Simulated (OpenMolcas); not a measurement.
# OpenMolcas run: Cu3+

Cu3+ with its 6 nearest fluoride ions at 1.912 Å, on the Zn site of KZnF3 (a = 4.054 Å, distance in the model lattice 2.027 Å). The rest of the host is ab initio model potentials to 7.6 Å, with orthogonalisation functions on the cations behind the ligands, and point charges beyond; the distance is set by hand and nothing relaxes, and no local charge compensation is placed. Ligand basis ANO-RCC-VDZP.

Input, with the lattice sites abridged:

```
&GATEWAY
Basis set
Cu.ANO-RCC-VTZP.
Cu1 0.0 0.0 0.0 Angstrom
End of basis
Basis set
F.ANO-RCC-VDZP.
L1 1.912000 0.000000 0.000000 Angstrom
L2 0.000000 1.912000 0.000000 Angstrom
L3 0.000000 0.000000 1.912000 Angstrom
End of basis
Basis set
Zn.EMB-AIMP.Lopez-Moraza.11s8p.1s1p.ECP.KZnF3.
PseudoCharge
* 3 symmetry-unique lattice sites within 7.6 angstrom
End of basis
Basis set
K.EMB-AIMP.Lopez-Moraza.0s.0s.ECP.KZnF3.
PseudoCharge
* 16 symmetry-unique lattice sites within 7.6 angstrom
End of basis
Basis set
Zn.EMB-AIMP.Lopez-Moraza.0s.0s.ECP.KZnF3.
PseudoCharge
* 10 symmetry-unique lattice sites within 7.6 angstrom
End of basis
Basis set
F.EMB-AIMP.Lopez-Moraza.0s.0s.ECP.KZnF3.
PseudoCharge
* 39 symmetry-unique lattice sites within 7.6 angstrom
End of basis
Symmetry
XYZ
AngMom=0.0 0.0 0.0
AMFI
RICD
XField
1521 Angstrom 0
* Evjen-weighted lattice charges
&SEWARD
&RASSCF
FileOrb=start.orb
Symmetry=1
Spin=3
nActEl=8 0 0
Inactive=18 21
Ras2=5 0
CIRoot=10 10 1
SDav=10
CIMx=300
Iter=150 100
PrWF=0.3
OrbListing=Nothing
MaxOrb=0
LevShft=1.0
>>> COPY $Project.JobIph JOB001
&RASSCF
FileOrb=start.orb
Symmetry=1
Spin=1
nActEl=8 0 0
Inactive=18 21
Ras2=5 0
CIRoot=15 15 1
SDav=15
CIMx=300
Iter=150 100
PrWF=0.3
OrbListing=Nothing
MaxOrb=0
LevShft=1.0
>>> COPY $Project.JobIph JOB002
&RASSI
NrOfJobIphs=2 10 15
1 2 3 4 5 6 7 8 9 10
1 2 3 4 5 6 7 8 9 10 11 12 13 14 15
IphNames
JOB001
JOB002
EJob
SpinOrbit
DIPRint=1.0
SOCoupling=1000.0
Subsets=2
Property=9
'ANGMOM' 1 'ANGMOM' 2 'ANGMOM' 3 'MLTPL  1' 1 'MLTPL  1' 2 'MLTPL  1' 3
'AMFI' 1 'AMFI' 2 'AMFI' 3
SOProperty=3
'ANGMOM' 1 'ANGMOM' 2 'ANGMOM' 3
```

Launched by
```bash
OMP_NUM_THREADS=1 MOLCAS_MEM=2457 MOLCAS_PROJECT=a pymolcas a.inp > a.log  # once for each step of the input, in one work folder
```

A driver script runs the steps one by one and writes start.orb anew before each from the orbitals found so far.

Output, cut to the results:

```
--- SEWARD ---
Basis set label: CU.ANO-RCC...6S5P3D2F1G.

      Electronic valence basis set:
      ------------------
      Associated Effective Charge  29.000000 au
      Associated Actual Charge     29.000000 au
      Nuclear Model: Point charge

      Shell  nPrim  nBasis  Cartesian Spherical Contaminant
         s      21       6        X
         p      15       5        X
         d      10       3                 X
         f       6       2                 X
         g       4       1                 X
                  Relativistic Douglas-Kroll-Hess integrals:
                    - DKH order of Hamiltonian: 2
                    - DKH order of Properties : 0
                  Atomic mean-field integrals
--- RASSCF ---
Wave function specifications:
      -----------------------------

      Number of closed shell electrons          78
      Number of electrons in active shells       8
      Max number of holes in RAS1 space          0
      Max nr of electrons in RAS3 space          0
      Number of inactive orbitals               39
      Number of active orbitals                  5
      Number of secondary orbitals             123
      Spin quantum number                      1.0
      State symmetry                             1
Orbital specifications:
      -----------------------

      Symmetry species                           1   2
                                                ag  au
      Frozen orbitals                            0   0
      Inactive orbitals                         18  21
      Active orbitals                            5   0
      RAS1 orbitals                              0   0
      RAS2 orbitals                              5   0
      RAS3 orbitals                              0   0
      Secondary orbitals                        61  62
      Deleted orbitals                           0   0
      Number of basis functions                 84  83
      Number of CSFs                            10
      Number of root(s) required                10
      Iter CI   SX   CI       RASSCF       Energy    max ROT     max BLB   max BLB  Level Ln srch  Step   QN
          iter iter root      energy       change     param      element    value   shift minimum  type update
 Nr of preliminary CI iterations:   1
      Total energies have been shifted. Add                -2000.00 au
        1   1   12    0  -250.99069704    0.00E+00  -8.14E-02   23  29 1  7.01E-01*  1.94   0.00    SX    NO
        2   1   13    0  -251.94449757   -9.54E-01* -7.00E-02   21  33 1  2.01E-01*  1.42   0.00    SX    NO
        3   1   12    0  -252.12693654   -1.82E-01* -5.09E-02    9  22 2  8.76E-02*  1.31   0.00    SX    NO
        4   1   12    0  -252.15737495   -3.04E-02* -2.67E-02   21  24 2  4.72E-02*  1.22   0.00    SX    NO
        5   1   12    0  -252.16562034   -8.25E-03* -2.72E-02   21  24 2  2.87E-02*  1.20   2.16    LS   YES
        6   1   12    0  -252.16894423   -3.32E-03*  1.16E-02    3  45 1  2.37E-02*  1.18   1.14    QN   YES
        7   1   11    0  -252.16993116   -9.87E-04*  4.54E-03   19  25 1 -9.38E-03*  1.17   1.29    QN   YES
        8   1   10    0  -252.17025711   -3.26E-04*  9.01E-04   10  23 2  1.53E-03*  1.17   1.20    QN   YES
        9   1    9    0  -252.17029230   -3.52E-05*  7.68E-04    3  45 1 -7.57E-04*  1.17   1.33    QN   YES
       10   1    9    0  -252.17029859   -6.29E-06* -4.70E-04   21  27 1  4.05E-04*  1.17   1.33    QN   YES
       11   1    8    0  -252.17029973   -1.14E-06* -2.32E-04   20  26 1  1.60E-04*  1.17   1.33    QN   YES
       12   1    7    0  -252.17029994   -2.02E-07* -9.02E-05   20  58 1  4.87E-05   1.17   1.30    QN   YES
       13   1    6    0  -252.17029997   -3.17E-08* -2.85E-05   23  29 1 -2.26E-05   1.17   1.31    QN   YES
       14   1    5    0  -252.17029997   -5.11E-09   8.67E-06    9  22 2  1.00E-05   1.17   1.20    QN   YES
      Convergence after 14 iterations
       15   1    5    0  -252.17029997   -6.92E-10   8.67E-06    9  22 2  4.53E-06   1.17   1.20    QN   YES
      Natural orbitals and occupation numbers for root  1
      sym 1:   2.000000   2.000000   1.000000   2.000000   1.000000
      Natural orbitals and occupation numbers for root  2
      sym 1:   1.000068   1.000068   2.000000   1.999932   1.999932
      Natural orbitals and occupation numbers for root  3
      sym 1:   1.000600   1.999400   1.999400   1.000600   2.000000
::    RASSCF root number  1 Total energy:  -2252.25063407
...
--- RASSI ---
SPIN-FREE ENERGIES:
  (Shifted by EMIN (a.u.) =      -2252.2506340742)

 SF State       Relative EMIN(au)   Rel lowest level(eV)    D:o, cm**(-1)

     1             0.0000000000        0.0000000000              0.0000
     2             0.0435506822        1.1850744334           9558.2699
     3             0.0435506822        1.1850744334           9558.2699
     4             0.0435506822        1.1850744334           9558.2699
     5             0.0745026704        2.0273209395          16351.4461
     6             0.0745026704        2.0273209395          16351.4461
     7             0.0745026704        2.0273209395          16351.4461
    11             0.0868229491        2.3625728043          19055.4348
    12             0.0868229491        2.3625728043          19055.4348
    13             0.1287443586        3.5033124692          28256.1206
    14             0.1287443586        3.5033124692          28256.1206
    15             0.1287443586        3.5033124692          28256.1206
    16             0.1398163627        3.8045970496          30686.1447
     8             0.1497269812        4.0742787162          32861.2740
     9             0.1497269812        4.0742787162          32861.2740
    10             0.1497269812        4.0742787162          32861.2740
    17             0.1593675449        4.3366118183          34977.1332
    18             0.1593675449        4.3366118183          34977.1332
    19             0.1593675449        4.3366118183          34977.1332
    20             0.1963500489        5.3429570211          43093.8546
    21             0.1963500489        5.3429570211          43093.8546
    22             0.1989283699        5.4131167099          43659.7307
    23             0.1989283699        5.4131167099          43659.7307
    24             0.1989283699        5.4131167099          43659.7307
    25             0.3523986083        9.5892546432          77342.5547
...
```

Spin-orbit levels above the lowest (labels of O, the rotations of Oh):

```tsv
E (cm-1)	Degeneracy	Label	2S+1
0.0	3	T2	3
9185	2	E	3
9393	3	T1	3
9952	3	T2	3
10157	1	A2	3
15310	1	A1	3
16025	3	T1	3
16824	2	E	3 (84 %)
17151	3	T2	3
19700	2	E	1 (83 %)
28121	3	T2	1
30871	1	A1	1
32723	2	E	3
33019	3	T2	3
33373	3	T1	3
33691	1	A1	3
35185	3	T1	1
43315	2	E	1
43870	3	T2	1
77599	1	A1	1
```

Without dynamic correlation the repulsion within the d shell is too large (B by tens of per cent), so at a given field states of lower spin stand too high. Ligand-to-metal charge-transfer states are missing. With no ligand orbital active B as a rule stays too high, so bands that hang on it stand too high and its fall with covalency is understated. With metal d orbitals alone and no dynamic correlation 10Dq can be off by a tenth to a fifth, either way, in oxide and fluoride hosts. No measured value stands beside these numbers; the geometry was set by hand and not optimised.

The RASSCF and RASSI steps took 28 s on 1 thread of Arm Neoverse V1, with other jobs on the host; the integral step is not counted.
